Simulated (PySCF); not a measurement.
## Two-component Hartree-Fock for Pm⁵¹⁺ (promethium, charge +51)

Start: [Ne]. Calculated with PySCF 2.14 in an uncontracted even-tempered set (17 s from 31 bohr⁻², ratio 2.4; 13 p from 40 bohr⁻², ratio 2.4; 5 d from 150 bohr⁻², ratio 2.6; 4 f from 220 bohr⁻², ratio 2.6): generalised Hartree-Fock with the X2C-1e Hamiltonian and a Gaussian nucleus; one run each with spin-orbit coupling (SO) switched off, then screened by Boettger's factors.

```csv
spinor shell,electrons,"ε, spin-free (eV)","ε, screened SO (eV)",weight of nominal j (screened SO),"rms radius, screened SO (bohr)"
1s1/2,2,-49248.8,-49243.4,1.000,0.0264
2s1/2,2,-11072.4,-11071.1,1.000,0.105
2p1/2,2,-10303.2,-10712.5,1.000,0.0897
2p3/2,4,-10303.2,-10126.5,1.000,0.0954
```

| quantity | spin-free | screened SO |
| --- | --- | --- |
| E (hartree) | -7240.45748 | -7244.79919 |
| M_J | 0 | 0 |
| ⟨J²⟩ | 0.000 | 0.000 |
| ⟨L²⟩ | 0.000 | 0.014 |
| ⟨S²⟩ | 0.000 | 0.014 |

Breit and QED terms are absent; they matter most for the inner s and p1/2 levels.

Densities and radii are taken from the X2C orbitals without a picture-change correction, which distorts them close to the nucleus.

Without spin-orbit coupling the j labels of p, d and f shells carry no meaning; the spin-free column gives the mean over the occupied spinors of each nl shell.
